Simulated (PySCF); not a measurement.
## Correlation energy of P²⁺ (phosphorus, charge +2)

[Ne] 3s1 3p2, high-spin 4P determinant (an excited configuration). All numbers are calculated (PySCF 2.14, scalar relativity by spin-free X2C-1e, in x2c-TZVPPall (5s5p3d1f, 42 functions)). Frozen: [Ne]; 3 electrons correlated.

MP2 pair energies summed by pair of shells (mhartree):

| pair | energy | share (%) |
| --- | --- | --- |
| 3p-3p | -6.83 | 64.4 |
| 3s-3p | -3.78 | 35.6 |

Total MP2 correlation energy: -10.61 mhartree.

Same-spin part -10.61 and opposite-spin part 0.00 mhartree; SCS-MP2 scales them by 1/3 and 6/5 to -3.54 mhartree.
